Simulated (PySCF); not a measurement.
**Krypton: a sound run and one with changed settings**

Sound run: Kr [Kr], Kr⁺ [Ar] 3d10 4s2 4p5. Calculation: PySCF 2.14, in def2-SVP; the non-relativistic Hamiltonian (point nucleus). In the sound run the correlated levels freeze [Ar] 3d10. The sound run starts from symmetry-adapted Hartree-Fock orbitals and uses a fine grid where one is needed.

Changed run: the spin-free X2C one-electron Hamiltonian (Gaussian nucleus). This setting is unsound on purpose.

```tsv
species	method	sound run (hartree)	changed run (hartree)	converged
Kr	UHF	-2751.66988	-2779.33985	yes
Kr	B3LYP	-2753.45479	-2781.12128	yes
Kr	LDA	-2749.73460	-2777.39767	yes
Kr	MP2	-2751.79530	-2779.46492	yes
Kr	CCSD(T)	-2751.80720	-2779.47662	yes
Kr⁺	UHF	-2751.18533	-2778.85650	yes
Kr⁺	B3LYP	-2752.93523	-2780.60279	yes
Kr⁺	LDA	-2749.20846	-2776.87270	yes
Kr⁺	MP2	-2751.28583	-2778.95643	yes
Kr⁺	CCSD(T)	-2751.30201	-2778.97228	yes
```

Ionisation energy of Kr:

| method | sound run (eV) | changed run (eV) |
| --- | --- | --- |
| UHF | 13.185 | 13.153 |
| B3LYP | 14.138 | 14.109 |
| LDA | 14.317 | 14.285 |
| MP2 | 13.863 | 13.837 |
| SCS-MP2 | 13.786 | 13.759 |
| CCSD | 13.744 | 13.721 |
| CCSD(T) | 13.747 | 13.724 |

Most of the change in total energy is the relativistic energy itself. On top of that the contraction fixes the core shape for the Hamiltonian it was made with, so the changed run is not a good calculation with the other Hamiltonian either.

For comparison, NIST gives 14.000 eV between the lowest levels.
